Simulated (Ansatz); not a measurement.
Consider the redistribution: `CO[Si](N)(F)F` + `[NH2][Mo](=[S])(=[S])[Cl]` → `CO[Si](N)(F)Cl` + `[NH2][Mo]([F])(=[S])=[S]`.

Calculated with Ansatz (gas phase, PBE0-D4/def2-TZVP geometries, no zero-point term in ΔE). CCSD(T)/CBS is the MP2 limit (def2-TZVPP, def2-QZVPP) plus CCSD(T) − MP2 in def2-TZVPP, frozen cores. DFT in def2-TZVPP. B3LYP here is the variant with VWN-RPA as its local correlation; programs differ in this. HSE06 is defined as in plane-wave codes. Elements past krypton have def2 core potentials. For Mo outer-core shells are correlated without core-valence functions, which leaves a few kJ/mol of doubt a bond. Each species was taken in one conformer, which may not be the lowest.

```json
{"level": "LDA (SPW92)", "ΔE (kcal/mol)": "13.9", "difference from CCSD(T)/CBS": "-4.4"}
{"level": "PBE-D4", "ΔE (kcal/mol)": "12.7", "difference from CCSD(T)/CBS": "-5.6"}
{"level": "revPBE-D4", "ΔE (kcal/mol)": "12.1", "difference from CCSD(T)/CBS": "-6.2"}
{"level": "BLYP-D4", "ΔE (kcal/mol)": "13.8", "difference from CCSD(T)/CBS": "-4.5"}
{"level": "r2SCAN-D4", "ΔE (kcal/mol)": "14.2", "difference from CCSD(T)/CBS": "-4.1"}
{"level": "B97M-V", "ΔE (kcal/mol)": "14.2", "difference from CCSD(T)/CBS": "-4.1"}
{"level": "PBE0-D4", "ΔE (kcal/mol)": "14.8", "difference from CCSD(T)/CBS": "-3.5"}
{"level": "B3LYP-D4", "ΔE (kcal/mol)": "15.5", "difference from CCSD(T)/CBS": "-2.8"}
{"level": "r2SCANh-D4", "ΔE (kcal/mol)": "15.0", "difference from CCSD(T)/CBS": "-3.3"}
{"level": "HSE06-D4", "ΔE (kcal/mol)": "14.9", "difference from CCSD(T)/CBS": "-3.4"}
{"level": "BHLYP-D4", "ΔE (kcal/mol)": "17.5", "difference from CCSD(T)/CBS": "-0.8"}
{"level": "CAM-B3LYP-D4", "ΔE (kcal/mol)": "14.8", "difference from CCSD(T)/CBS": "-3.5"}
{"level": "ωB97X-V", "ΔE (kcal/mol)": "13.1", "difference from CCSD(T)/CBS": "-5.2"}
{"level": "ωB97M-V", "ΔE (kcal/mol)": "14.3", "difference from CCSD(T)/CBS": "-4.0"}
{"level": "B2PLYP", "ΔE (kcal/mol)": "18.0", "difference from CCSD(T)/CBS": "-0.3"}
{"level": "PBE-QIDH", "ΔE (kcal/mol)": "18.6", "difference from CCSD(T)/CBS": "0.3"}
{"level": "revPBE", "ΔE (kcal/mol)": "12.2", "difference from CCSD(T)/CBS": "-6.1"}
{"level": "BLYP", "ΔE (kcal/mol)": "13.6", "difference from CCSD(T)/CBS": "-4.7"}
{"level": "PBE0", "ΔE (kcal/mol)": "14.7", "difference from CCSD(T)/CBS": "-3.6"}
{"level": "r2SCANh", "ΔE (kcal/mol)": "15.0", "difference from CCSD(T)/CBS": "-3.3"}
{"level": "r2SCAN0", "ΔE (kcal/mol)": "16.0", "difference from CCSD(T)/CBS": "-2.3"}
{"level": "HSE06", "ΔE (kcal/mol)": "14.8", "difference from CCSD(T)/CBS": "-3.5"}
{"level": "BHLYP", "ΔE (kcal/mol)": "17.1", "difference from CCSD(T)/CBS": "-1.2"}
{"level": "CAM-B3LYP", "ΔE (kcal/mol)": "14.6", "difference from CCSD(T)/CBS": "-3.7"}
{"level": "LC-ωPBE", "ΔE (kcal/mol)": "11.9", "difference from CCSD(T)/CBS": "-6.4"}
{"level": "RPA@PBE/def2-TZVPP", "ΔE (kcal/mol)": "17.2", "difference from CCSD(T)/CBS": "-1.1"}
{"level": "HF/def2-SVP", "ΔE (kcal/mol)": "14.7", "difference from CCSD(T)/CBS": "-3.6"}
{"level": "MP2/def2-SVP", "ΔE (kcal/mol)": "20.4", "difference from CCSD(T)/CBS": "2.1"}
{"level": "CCSD/def2-SVP", "ΔE (kcal/mol)": "15.6", "difference from CCSD(T)/CBS": "-2.7"}
{"level": "CCSD(T)/def2-SVP", "ΔE (kcal/mol)": "15.6", "difference from CCSD(T)/CBS": "-2.7"}
{"level": "HF/def2-TZVPP", "ΔE (kcal/mol)": "17.9", "difference from CCSD(T)/CBS": "-0.4"}
{"level": "SCS-MP2/def2-TZVPP", "ΔE (kcal/mol)": "21.9", "difference from CCSD(T)/CBS": "3.6"}
{"level": "CCSD/def2-TZVPP", "ΔE (kcal/mol)": "18.1", "difference from CCSD(T)/CBS": "-0.2"}
{"level": "CCSD(T)/def2-TZVPP", "ΔE (kcal/mol)": "18.2", "difference from CCSD(T)/CBS": "-0.1"}
{"level": "HF/def2-QZVPP", "ΔE (kcal/mol)": "18.3", "difference from CCSD(T)/CBS": "0.0"}
{"level": "MP2/def2-QZVPP", "ΔE (kcal/mol)": "23.7", "difference from CCSD(T)/CBS": "5.4"}
{"level": "SCS-MP2/def2-QZVPP", "ΔE (kcal/mol)": "22.0", "difference from CCSD(T)/CBS": "3.7"}
{"level": "HF/CBS(def2)", "ΔE (kcal/mol)": "18.3", "difference from CCSD(T)/CBS": "0.0"}
{"level": "MP2/CBS(def2)", "ΔE (kcal/mol)": "23.6", "difference from CCSD(T)/CBS": "5.3"}
{"level": "CCSD/CBS(def2)", "ΔE (kcal/mol)": "18.2", "difference from CCSD(T)/CBS": "-0.1"}
{"level": "CCSD(T)/CBS", "ΔE (kcal/mol)": "18.3", "difference from CCSD(T)/CBS": "0"}
```

Question: What do rigid-rotor, harmonic-oscillator terms from PBE0-D4/def2-TZVP frequencies (298.15 K, 1 bar) make of the CCSD(T)/CBS value? (Best estimate.)

Answer: Ansatz gave: ΔZPE = -0.3 kcal/mol, ΔH = +18.0 kcal/mol, ΔS = 2 J/(mol·K), ΔG = +17.9 kcal/mol.

Largest T1 diagnostic among the species: 0.024, so the coupled-cluster value is less sure than usual.

Leaving LDA and LC-ωPBE aside and taking each functional with its dispersion term where it has one, the values spread over 6.5 kcal/mol, from revPBE-D4 to PBE-QIDH. LDA lies +1.3 kcal/mol from PBE without D4. From r2SCAN to r2SCAN0 (25 % exact exchange), in def2-TZVPP and without D4, ΔE moves by +1.8 kcal/mol. At CCSD(T), def2-SVP lies −2.7 kcal/mol from the extrapolated value and def2-TZVPP −0.1 kcal/mol.
